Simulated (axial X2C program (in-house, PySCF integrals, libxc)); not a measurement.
**Potential curves of CsB, two-component**

Computed with an in-house relativistic program for diatomic molecules. Two-component (2c) means X2C with spin–orbit coupling and atomic mean-field two-electron Coulomb and Gaunt terms. Basis: Cs dyall-cv3z [15s15p9d4f1g], B dyall-v3z [7s6p2d1f] (cores contracted in-house); Gaussian nuclei, density fitting, unrestricted open shells. Masses: Cs 132.905 u, B 11.009 u.

State: Ω = 2 (⟨Sz⟩ = 1.00, ⟨Lz⟩ = 1.00 at B97-3). Energies in kJ/mol from the fragments at the same level (Cs + B). Fits are polynomials in 1 − R0/R over 0.85 to 1.23 times the lowest point R0.

| R (Å) | B97-3 | CCSD | LDA | TPSS |
| --- | --- | --- | --- | --- |
| 2.6665 | -71.96 |  | -113.82 | -74.52 |
| 2.7892 | -86.51 | -53.20 | -125.09 | -89.37 |
| 2.8811 | -93.00 | -60.91 | -129.54 | -96.02 |
| 2.9730 | -96.54 | -65.38 | -131.38 | -99.67 |
| 3.0650 | -97.75 | -67.30 | -131.19 | -100.96 |
| 3.1723 | -96.86 | -67.01 | -129.04 | -100.18 |
| 3.2795 | -94.16 | -64.70 | -125.41 | -97.61 |
| 3.4175 | -88.80 | -59.67 | -119.32 | -92.48 |
| 3.5860 | -80.54 |  | -110.70 | -84.62 |
| 3.8312 |  |  | -97.55 | -71.94 |
| 4.1684 |  |  | -80.55 | -54.93 |
| 4.5975 |  |  | -62.61 | -36.56 |

Correlated methods: 12 electrons correlated (number of frozen shells: Cs 4 s, 3 p, 2 d; B 1 s), 274 virtual spin orbitals or spinors in MP2, 129 natural virtuals in coupled cluster.

Dissociation energies refer to the lowest single-determinant-based atoms at the same level and basis. Density functionals use the spin component along the axis (collinear). CCSD ran in a truncated set of natural virtual spinors with an MP2 remainder; without triples it tends to underbind. In 2c an atomic determinant is not the ground J level, so De misses part of the atomic spin–orbit lowering. This holds for B97-3, LDA, TPSS. The functionals have no current-density term, which raises determinants with orbital currents, atoms included. The state is one determinant with fixed occupations, lowest in a PBE0 search at one distance only: followed along the bond, the 2c determinant Ω = 1 reaches 0.07 eV lower at PBE0, so the state shown is not the lowest. With several unpaired electrons one determinant need not be a pure state. A state of lower Ω lies just above, and one determinant can place such states too high, so the state shown need not be the lowest. The search has Ω = 1 only 0.07 eV up. Open-shell Ω = 0 determinants with evenly filled partner blocks cannot be reached by this program, so the Ω shown need not be the lowest component. At some level and bond length an empty orbital lies below a filled one. The stretched end of a curve changes character and is left out. Coupled cluster ran on the points near the minimum only. MP2 and coupled cluster on one determinant become unreliable at the stretched end.

Question: What are Re, ωe and De at the B97-3 level?

Answer: At B97-3, 2c: Re = 3.076 Å, ωe ≈ 241 cm⁻¹, De = 1.01 eV to Cs + B; Be follows as 0.175 cm⁻¹.

Question: Fit the CCSD curve near its minimum: give the equilibrium distance, the harmonic wavenumber and the well depth.

Answer: At CCSD, 2c: Re = 3.105 Å, ωe ≈ 243 cm⁻¹, De = 0.70 eV to Cs + B; Be follows as 0.172 cm⁻¹.

Question: Fit the LDA curve near its minimum: give the equilibrium distance, the harmonic wavenumber and the well depth.

Answer: At LDA, 2c: Re = 3.008 Å, ωe ≈ 245 cm⁻¹, De = 1.36 eV to Cs + B; Be follows as 0.183 cm⁻¹.

Question: Fit the TPSS curve near its minimum: give the equilibrium distance, the harmonic wavenumber and the well depth.

Answer: At TPSS, 2c: Re = 3.080 Å, ωe ≈ 239 cm⁻¹, De = 1.05 eV to Cs + B; Be follows as 0.175 cm⁻¹.
